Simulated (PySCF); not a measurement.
# `FC(F)(F)c1pccc(Cl)p1`: 4 charge schemes on one density

Compound: C₅H₂ClF₃P₂.
Z-matrix (Å and degrees, GFN2-xTB geometry), rows numbered from 1:
```
F 
C   1  1.3480
F   2  1.3442  1  105.96
F   2  1.3434  1  105.93  3   113.15
C   2  1.4958  1  112.62  3  -123.33
P   5  1.7422  2  113.38  1   -87.18
C   6  1.7357  5  101.31  2   179.37
C   7  1.3790  6  128.96  5    -0.36
C   8  1.3834  7  125.94  6    -0.23
Cl  9  1.7358  8  117.25  7  -179.72
P   5  1.7413  2  112.87  1    91.85
H   7  1.0830  6  114.39  5   179.46
H   8  1.0831  7  117.58  6  -179.99
```

Density: PBE0/pcSseg-1 (PySCF); schemes: Mulliken, IAO, Hirshfeld and ESP-fitted. Geometry: GFN2-xTB; no solvent, vibrations or thermal averaging.

Give the atomic charges in each scheme.

In e:

```json
{"atom": "F1", "environment": "fluorine of a CF3 group", "Mulliken": "-0.266", "IAO": "-0.282", "Hirshfeld": "-0.105", "ESP-fitted": "-0.188"}
{"atom": "C2", "environment": "CF3 carbon", "Mulliken": "+0.919", "IAO": "+0.803", "Hirshfeld": "+0.238", "ESP-fitted": "+0.529"}
{"atom": "F3", "environment": "fluorine of a CF3 group", "Mulliken": "-0.266", "IAO": "-0.277", "Hirshfeld": "-0.089", "ESP-fitted": "-0.178"}
{"atom": "F4", "environment": "fluorine of a CF3 group", "Mulliken": "-0.265", "IAO": "-0.276", "Hirshfeld": "-0.090", "ESP-fitted": "-0.185"}
{"atom": "C5", "environment": "substituted aromatic carbon", "Mulliken": "-0.882", "IAO": "-0.528", "Hirshfeld": "-0.158", "ESP-fitted": "+0.067"}
{"atom": "P6", "environment": "phosphorus bonded to 2 C", "Mulliken": "+0.596", "IAO": "+0.456", "Hirshfeld": "+0.136", "ESP-fitted": "-0.128"}
{"atom": "C7", "environment": "aromatic CH carbon", "Mulliken": "-0.380", "IAO": "-0.367", "Hirshfeld": "-0.091", "ESP-fitted": "+0.102"}
{"atom": "C8", "environment": "aromatic CH carbon", "Mulliken": "+0.055", "IAO": "-0.120", "Hirshfeld": "-0.040", "ESP-fitted": "-0.399"}
{"atom": "C9", "environment": "aromatic C–Cl carbon", "Mulliken": "-0.452", "IAO": "-0.229", "Hirshfeld": "-0.034", "ESP-fitted": "+0.212"}
{"atom": "Cl10", "environment": "aryl chlorine", "Mulliken": "-0.034", "IAO": "-0.004", "Hirshfeld": "-0.014", "ESP-fitted": "-0.068"}
{"atom": "P11", "environment": "phosphorus bonded to 2 C", "Mulliken": "+0.687", "IAO": "+0.472", "Hirshfeld": "+0.132", "ESP-fitted": "-0.087"}
{"atom": "H12", "environment": "aromatic hydrogen", "Mulliken": "+0.151", "IAO": "+0.178", "Hirshfeld": "+0.057", "ESP-fitted": "+0.125"}
{"atom": "H13", "environment": "aromatic hydrogen", "Mulliken": "+0.136", "IAO": "+0.175", "Hirshfeld": "+0.057", "ESP-fitted": "+0.198"}
```

Mean size of the charges over all atoms: Mulliken 0.391 e, IAO 0.321 e, ESP-fitted 0.190 e, Hirshfeld 0.095 e. Each set sums to the total charge, 0, to within 0.001 e. The Mulliken scheme counts on each atom the diagonal of the density matrix times the overlap matrix over that atom's basis functions.

Lowest charge. The schemes don't all agree: Mulliken C5 (-0.882); IAO C5 (-0.528); Hirshfeld C5 (-0.158); ESP-fitted C8 (-0.399).

Highest charge. All schemes agree: Mulliken C2 (+0.919); IAO C2 (+0.803); Hirshfeld C2 (+0.238); ESP-fitted C2 (+0.529).

How closely do the schemes follow one another over all atoms?

Correlation coefficient and root-mean-square difference: IAO with Hirshfeld 0.99, 0.267 e; Mulliken with IAO 0.97, 0.149 e; Mulliken with Hirshfeld 0.95, 0.380 e; Hirshfeld with ESP-fitted 0.47, 0.202 e; IAO with ESP-fitted 0.41, 0.352 e; Mulliken with ESP-fitted 0.23, 0.487 e.

Sum the charges by element, for elements with more than one atom.

```
element  atoms  Mulliken     IAO  Hirshfeld  ESP-fitted
      F      3    -0.797  -0.834     -0.283      -0.550
      C      5    -0.739  -0.442     -0.084      +0.511
      P      2    +1.283  +0.928     +0.268      -0.214
      H      2    +0.287  +0.352     +0.114      +0.322
```
